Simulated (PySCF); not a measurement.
Simulation results for BFH2NSi, BH3NSi, BFH3NSi, BH5NSi2

Computed with PySCF 2.14.0. Calculation on a computer-drawn molecule: the log of a Hartree-Fock and frozen-core CCSD(T) single point meant for a local Hartree-Fock minimum, with one planted fault or none, to be diagnosed. Offsets are logged minus clean, where the clean run is the same molecule without the fault. The reference is restricted for singlets and unrestricted otherwise, and also for a bond in bohr or an excited solution. Adding or removing an electron swaps singlet and doublet. The excited solution moves the top pair (singlet) or top alpha electron (doublet) to the lowest empty orbital. Highest occupied and lowest empty are orbital energies over both spins, largest force is the largest gradient component, triples share is (T) over the correlation energy, the T1 limit is 0.02 restricted and 0.045 unrestricted, electrons count all cores, a negative frequency is imaginary (commonest isotopes), and the dipole is about the centre of nuclear charge.

Common to all runs: meant multiplicity 1; logged SCF converged yes; logged CC converged yes; logged SCF stable within its kind yes; possible faults no fault, one electron removed, one electron added, multiplicity raised by two, geometry at a saddle point, SCF held on an excited solution, minimal basis STO-3G, one bond length entered in bohr, all coordinates scaled.

```json
{"entry": 1, "formula": "BFH2NSi", "logged_structure": {"atoms_angstrom": [["N", -1.8611, 0.9528, -1.5051], ["B", -1.9109, -0.2926, -1.6092], ["Si", -1.9798, -2.3313, -2.0044], ["F", -3.3762, -2.7243, -1.1212], ["H", -1.8264, 1.9236, -1.3651], ["H", -0.9318, -2.6809, -0.9396]]}, "given": {"meant_charge": -1, "meant_basis": "aug-cc-pV(D+d)Z", "logged_electrons": 37, "logged_basis_functions": 119, "logged_spin_squared": 0.7566, "logged_highest_occupied [eV]": -11.045, "logged_lowest_empty [eV]": -0.55556, "logged_largest_force [hartree/bohr]": 0.077031, "logged_T1_diagnostic": 0.019878, "logged_D1_diagnostic": 0.068751, "logged_triples_share": 0.035352, "logged_dipole_magnitude [debye]": 2.2796, "logged_energy_HF [hartree]": -468.70418, "logged_energy_CCSD(T) [hartree]": -469.29047, "drawn_bonds_atom": [1, 2, 3, 1, 3], "drawn_bonds_other_atom": [2, 3, 4, 5, 6], "drawn_bonds_order": [2, 1, 1, 1, 1]}, "results": {"planted_fault": "one electron removed", "HF_energy_offset_from_clean_run [kcal/mol]": 31.97, "CCSD(T)_energy_offset_from_clean_run [kcal/mol]": 50.12}}
{"entry": 2, "formula": "BFH2NSi", "logged_structure": {"atoms_angstrom": [["N", -1.8611, 0.9528, -1.5051], ["B", -1.9109, -0.2926, -1.6092], ["Si", -1.9798, -2.3313, -2.0044], ["F", -3.3762, -2.7243, -1.1212], ["H", -1.8264, 1.9236, -1.3651], ["H", -0.9318, -2.6809, -0.9396]]}, "given": {"meant_charge": -1, "meant_basis": "aug-cc-pV(D+d)Z", "logged_electrons": 38, "logged_basis_functions": 119, "logged_spin_squared": 0.0, "logged_highest_occupied [eV]": -2.513, "logged_lowest_empty [eV]": 3.6047, "logged_largest_force [hartree/bohr]": 1.4994e-05, "logged_lowest_frequency [cm^-1]": 149.79, "logged_T1_diagnostic": 0.016817, "logged_D1_diagnostic": 0.03974, "logged_triples_share": 0.034932, "logged_dipole_magnitude [debye]": 2.9685, "logged_energy_HF [hartree]": -468.75513, "logged_energy_CCSD(T) [hartree]": -469.37034, "drawn_bonds_atom": [1, 2, 3, 1, 3], "drawn_bonds_other_atom": [2, 3, 4, 5, 6], "drawn_bonds_order": [2, 1, 1, 1, 1]}, "results": {"planted_fault": "no fault", "HF_energy_offset_from_clean_run [kcal/mol]": 0.0, "CCSD(T)_energy_offset_from_clean_run [kcal/mol]": 0.0}}
{"entry": 3, "formula": "BH3NSi", "logged_structure": {"atoms_angstrom": [["N", -1.4957, 2.3025, -1.8096], ["B", -0.6792, 1.9454, -0.9293], ["Si", 0.7536, 1.5295, 0.4749], ["H", -2.1795, 2.5071, -2.4829], ["H", 1.0465, 0.104, 0.0009], ["H", -0.2151, 1.1698, 1.604]]}, "given": {"meant_charge": -1, "meant_basis": "aug-cc-pV(D+d)Z", "logged_electrons": 30, "logged_basis_functions": 105, "logged_spin_squared": 2.0058, "logged_highest_occupied [eV]": 0.81969, "logged_lowest_empty [eV]": 3.0551, "logged_largest_force [hartree/bohr]": 0.039745, "logged_T1_diagnostic": 0.060826, "logged_D1_diagnostic": 0.32555, "logged_triples_share": 0.042313, "logged_dipole_magnitude [debye]": 11.681, "logged_energy_HF [hartree]": -369.74563, "logged_energy_CCSD(T) [hartree]": -370.1434, "drawn_bonds_atom": [1, 2, 1, 3, 3], "drawn_bonds_other_atom": [2, 3, 4, 5, 6], "drawn_bonds_order": [2, 1, 1, 1, 1]}, "results": {"planted_fault": "multiplicity raised by two", "HF_energy_offset_from_clean_run [kcal/mol]": 47.03, "CCSD(T)_energy_offset_from_clean_run [kcal/mol]": 62.26}, "notes": ["T1 above single-reference limit", "highest electron not bound in this basis"]}
{"entry": 4, "formula": "BFH3NSi", "logged_structure": {"atoms_angstrom": [["N", -3.2412, -1.1082, 0.2148], ["B", -2.5808, -0.8276, 1.21], ["Si", -1.468, -0.3474, 2.8038], ["F", -2.2319, -0.8456, 4.138], ["H", -3.7814, -1.3396, -0.5769], ["H", -1.2959, 1.1108, 2.9004], ["H", -0.1622, -1.0237, 2.7525]]}, "given": {"meant_charge": 0, "meant_basis": "cc-pV(D+d)Z", "logged_electrons": 38, "logged_basis_functions": 80, "logged_spin_squared": 2.0187, "logged_highest_occupied [eV]": -5.8193, "logged_lowest_empty [eV]": -0.28797, "logged_largest_force [hartree/bohr]": 0.20368, "logged_T1_diagnostic": 0.014628, "logged_D1_diagnostic": 0.041549, "logged_triples_share": 0.022998, "logged_dipole_magnitude [debye]": 4.8737, "logged_energy_HF [hartree]": -469.16045, "logged_energy_CCSD(T) [hartree]": -469.68604, "drawn_bonds_atom": [1, 2, 3, 1, 3, 3], "drawn_bonds_other_atom": [2, 3, 4, 5, 6, 7], "drawn_bonds_order": [2, 1, 1, 1, 1, 1]}, "results": {"planted_fault": "multiplicity raised by two", "HF_energy_offset_from_clean_run [kcal/mol]": 105.6, "CCSD(T)_energy_offset_from_clean_run [kcal/mol]": 134.0}}
{"entry": 5, "formula": "BH5NSi2", "logged_structure": {"atoms_angstrom": [["N", -2.2665, 3.5909, -1.5334], ["B", -1.3918, 3.0801, -0.8521], ["Si", -0.0964, 1.985, 0.1904], ["Si", -1.085, -0.1395, -0.3124], ["H", -2.944, 4.0749, -2.0698], ["H", -0.1839, 2.1272, 1.6495], ["H", 2.4751, 1.8783, -0.8474], ["H", -0.7483, -0.9293, -1.5044], ["H", -2.1747, -0.7336, 0.4734]]}, "given": {"meant_charge": 1, "meant_basis": "cc-pV(D+d)Z", "logged_electrons": 44, "logged_basis_functions": 99, "logged_spin_squared": 0.8692, "logged_highest_occupied [eV]": -14.668, "logged_lowest_empty [eV]": -5.842, "logged_largest_force [hartree/bohr]": 0.0087529, "logged_T1_diagnostic": 0.040881, "logged_D1_diagnostic": 0.16782, "logged_triples_share": 0.041768, "logged_dipole_magnitude [debye]": 4.5469, "logged_energy_HF [hartree]": -659.52269, "logged_energy_CCSD(T) [hartree]": -659.99514, "drawn_bonds_atom": [1, 2, 3, 1, 3, 3, 4, 4], "drawn_bonds_other_atom": [2, 3, 4, 5, 6, 7, 8, 9], "drawn_bonds_order": [2, 1, 1, 1, 1, 1, 1, 1]}, "results": {"planted_fault": "one bond length entered in bohr, row 6 of the drawn bonds", "HF_energy_offset_from_clean_run [kcal/mol]": 68.56, "CCSD(T)_energy_offset_from_clean_run [kcal/mol]": 76.5}}
```
